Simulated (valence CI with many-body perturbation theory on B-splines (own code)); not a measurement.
Values are calculated unless marked as measured or tabulated.
# Hg⁴⁶⁺: what each term of the Hamiltonian does

Level of theory: configuration interaction combined with many-body perturbation theory (CI+MBPT): six valence electrons over a frozen Dirac-Fock core [Ar] 3d10, radial functions for each j: 9 s, 9 p, 8 d, 6 f, 3 g, 1 h, with the one-electron correlation potential Σ1, the two-electron term Σ2, the three-electron term Σ3, Breit, model QED; selected CI, second order for the rest, scaled by the run's own slope (own B-spline code, finite nucleus).

No measured spectrum was set against this ion. As an estimate, large intervals hold to a few tenths of a per cent, small ones and those within an open d or f shell to about a per cent. Among the levels kept, up to 650 cm⁻¹ of a level comes from second order outside the variational space, and about a tenth of that is noise between levels of different J, which matters for small intervals.

Each rung adds one term. CI alone is the Dirac-Coulomb CI over the frozen core; QED comes last and gives the full result, which names the levels. Energies are above (4s^2 4p1/2^2 4p3/2^2) J=2 on the same rung, in eV.

Levels are named by their leading jj configuration (3d3/2^4 stands for four electrons in 3d with j = 3/2), which in mixed levels can hold well under half, so a name can repeat and another be missing. Letters in brackets count levels of one name in rising energy.

```csv
Level,CI alone,+ Σ1,+ Σ2,+ Σ3,+ Breit,Full
(4s^2 4p1/2^2 4p3/2^2) J=0,10.04,10.05,9.92,9.88,9.94,9.94
(4s^2 4p1/2 4p3/2^3) J=1,141.83,142.15,142.46,142.47,140.93,141.07
(4s^2 4p1/2 4p3/2^3) J=2,146.94,147.26,147.51,147.50,145.89,146.03
(4s^2 4p1/2^2 4p3/2 4d3/2) J=2,176.15,175.89,175.64,175.71,175.31,174.98
(4s^2 4p1/2^2 4p3/2 4d3/2) J=0,179.44,179.19,178.90,178.96,178.65,178.31
(4s^2 4p1/2^2 4p3/2 4d3/2) J=1,179.90,179.64,179.33,179.39,179.00,178.65
(4s^2 4p1/2^2 4p3/2 4d3/2) J=3,180.69,180.44,180.16,180.20,179.73,179.40
(4s^2 4p1/2^2 4p3/2 4d5/2) J=4,208.84,208.71,208.40,208.47,207.40,207.15
(4s^2 4p1/2^2 4p3/2 4d5/2) J=2,211.54,211.42,211.03,211.10,210.11,209.80
(4s^2 4p1/2^2 4p3/2 4d5/2) J=3,225.01,224.88,223.89,223.88,222.85,222.60
(4s^2 4p1/2^2 4p3/2 4d5/2) J=1,228.88,228.75,227.97,227.94,226.98,226.70
(4s 4p1/2^2 4p3/2^3) J=2,262.48,262.64,262.44,262.50,262.10,260.75
(4s 4p1/2^2 4p3/2^3) J=1,276.17,276.34,275.86,275.90,275.43,274.10
(4s^2 4p3/2^4) J=0,292.73,293.36,293.86,293.85,290.77,291.03
(4s^2 4p1/2 4p3/2^2 4d3/2) J=1 [a],313.01,313.07,313.11,313.21,311.28,311.06
(4s^2 4p1/2 4p3/2^2 4d3/2) J=2 [a],313.02,313.08,313.17,313.27,311.28,311.09
(4s^2 4p1/2 4p3/2^2 4d3/2) J=0,313.46,313.52,313.62,313.73,311.75,311.54
(4s^2 4p1/2 4p3/2^2 4d3/2) J=3 [a],317.43,317.49,317.53,317.62,315.53,315.35
(4s^2 4p1/2 4p3/2^2 4d3/2) J=4,322.18,322.23,322.24,322.30,320.15,319.96
(4s^2 4p1/2 4p3/2^2 4d3/2) J=2 [b],328.33,328.39,328.26,328.30,326.30,326.10
(4s^2 4p1/2 4p3/2^2 4d3/2) J=3 [b],338.87,338.94,338.05,338.05,335.97,335.78
(4s^2 4p1/2 4p3/2^2 4d3/2) J=2 [c],340.12,340.19,339.15,339.14,337.19,336.95
(4s^2 4p1/2 4p3/2^2 4d3/2) J=1 [b],341.30,341.37,340.24,340.24,338.35,338.07
(4s^2 4p1/2 4p3/2^2 4d5/2) J=3 [a],344.09,344.25,344.25,344.35,341.80,341.69
(4s^2 4p1/2 4p3/2^2 4d5/2) J=4 [a],344.17,344.35,344.41,344.52,341.91,341.80
(4s^2 4p1/2 4p3/2^2 4d3/2) J=1 [c],349.67,349.75,348.69,348.65,346.69,346.46
(4s^2 4p1/2 4p3/2^2 4d5/2) J=4 [b],350.82,351.00,351.00,351.07,348.37,348.26
(4s^2 4p1/2 4p3/2^2 4d5/2) J=1 [a],351.68,351.86,351.73,351.80,349.31,349.12
(4s^2 4p1/2 4p3/2^2 4d5/2) J=0,351.89,352.08,352.11,352.20,349.65,349.45
(4s^2 4p1/2 4p3/2^2 4d5/2) J=5,352.73,352.91,352.93,352.99,350.21,350.09
(4s^2 4p1/2^2 4d3/2^2) J=2,355.54,355.03,354.54,354.66,353.85,353.16
```

How does the ionisation energy move along the ladder, and which term matters most?

CI alone 2480.6, + Σ1 2482.2, + Σ2 2482.7, + Σ3 2482.1, + Breit 2480.2, + QED 2480.0 eV. The largest step is Breit, -1.9 eV. NIST lists 2478 ± 4 eV (theoretical).
